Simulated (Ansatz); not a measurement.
`[InH2][I]` + `[F][GeH2][AlH2]` → `[F][GeH2][InH2]` + `[AlH2][I]` at 700 K and 1 bar (redistribution).

Gas-phase electronic energies from Ansatz, PBE0-D4/def2-TZVP geometries. CBS: MP2 limit from def2 TZ/QZ plus the TZ coupled-cluster correction, frozen cores. Elements past krypton have def2 core potentials. For Ge, I, In outer-core shells are correlated without core-valence functions, which leaves a few kJ/mol of doubt a bond. Scalar relativity is left out up to krypton.

| species | CCSD(T)/CBS energy (Eh) | H − E (kJ/mol) | S (J/(mol·K)) |
| --- | --- | --- | --- |
| `[InH2][I]` | -488.48444 | 71.4 | 349.5 |
| `[F][GeH2][AlH2]` | -2420.33314 | 144.2 | 421.5 |
| `[F][GeH2][InH2]` | -2368.13046 | 142.2 | 444.5 |
| `[AlH2][I]` | -540.69638 | 73.4 | 325.0 |

H − E and S are ideal-gas, rigid-rotor, harmonic terms from PBE0-D4/def2-TZVP. 1 Eh = 2625.50 kJ/mol, R = 8.31446 J/(mol·K).

Q: By hand: ΔE, ΔH, ΔS and ΔG.

A: ΔE = (-2368.13046) + (-540.69638) − (-488.48444) − (-2420.33314) = -0.00926 Eh = -24.3 kJ/mol. Δ(H − E) = 142.2 + 73.4 − 71.4 − 144.2 = 0.0, so ΔH = -24.3 kJ/mol. ΔS = 444.5 + 325.0 − 349.5 − 421.5 = -1.5 J/(mol·K). ΔG = -24.3 − 700 × (-1.5)/1000 = -23.2 kJ/mol.

Q: By hand: the equilibrium constant, and the temperature at which ΔG would vanish if ΔH and ΔS stayed fixed.

A: log₁₀ K = −ΔG/(RT ln 10) = 1.7. ΔG = 0 at ΔH/ΔS = 16200 K, far beyond where these terms or the molecules hold.

The number of gas molecules stays the same, so ΔS is small and ΔH decides. A doubt of 5 kJ/mol in ΔE shifts log₁₀ K by 0.4 here. These are equilibria of isolated gas molecules and say nothing of rates. Largest T1 diagnostic: 0.013 (customary marks: 0.02 for closed shells, 0.045 for open ones).
